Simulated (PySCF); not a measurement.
B(Me)(OMe)(SMe) (C₃H₉BOS), SMILES COB(SC)C. Atoms are numbered in the order given.

```xyz
15

B      0.0777     0.5094     0.1884
C      0.3738     1.9148     0.8327
H      0.9787     1.8491     1.7476
H     -0.5675     2.4331     1.0840
H      0.9071     2.5655     0.1186
O     -0.6491     0.3381    -0.9478
C     -1.2065     1.4138    -1.6552
H     -0.4327     2.1140    -2.0127
H     -1.7398     1.0128    -2.5288
H     -1.9257     1.9802    -1.0398
S      0.7303    -0.9761     0.9848
C      0.1378    -2.3031    -0.1010
H     -0.9594    -2.3180    -0.1340
H      0.5041    -3.2527     0.3103
H      0.5236    -2.1728    -1.1204
```

Coordinates come from a PBE0-D3(BJ)/def2-SVP optimisation. One conformer was computed; it need not be the lowest.

Level of theory: PBE/def2-TZVP in PySCF.

ESP charges are fitted to the potential on shells at 1.4 to 2.0 van der Waals radii. Atomic charges (e):

| atom | ESP fit | IAO |
|---|---|---|
| B1 | 0.59 | 0.20 |
| C2 | ? | -0.59 |
| H3 | 0.26 | 0.16 |
| H4 | 0.25 | 0.16 |
| H5 | 0.25 | 0.16 |
| O6 | -0.16 | -0.35 |
| C7 | ? | -0.21 |
| H8 | 0.16 | 0.14 |
| H9 | 0.16 | 0.16 |
| H10 | 0.16 | 0.14 |
| S11 | -0.26 | 0.08 |
| C12 | ? | -0.51 |
| H13 | ? | 0.16 |
| H14 | ? | 0.16 |
| H15 | ? | 0.16 |

Problem. Some entries are withheld; supply them. (An estimate is asked for; the answer gives what the named calculation found.)

Solution. 
- C2, ESP fit: -1.02
- C7, ESP fit: -0.43
- C12, ESP fit: -0.36
- H13, ESP fit: 0.12
- H14, ESP fit: 0.19
- H15, ESP fit: 0.11

Problem. Give the Mayer and Wiberg (Löwdin basis) orders of the bonds. (An estimate is asked for; the answer gives what the named calculation found.)

Solution. 
```tsv
bond	Mayer	Wiberg
B1–C2	1.04	1.33
C2–H3	0.95	0.86
C2–H4	0.94	0.85
C2–H5	0.94	0.85
B1–O6	1.29	1.84
O6–C7	0.96	1.43
C7–H8	0.97	0.92
C7–H9	0.97	0.93
C7–H10	0.97	0.92
B1–S11	1.34	1.78
S11–C12	1.02	1.39
C12–H13	0.96	0.93
C12–H14	0.95	0.93
C12–H15	0.96	0.93
```
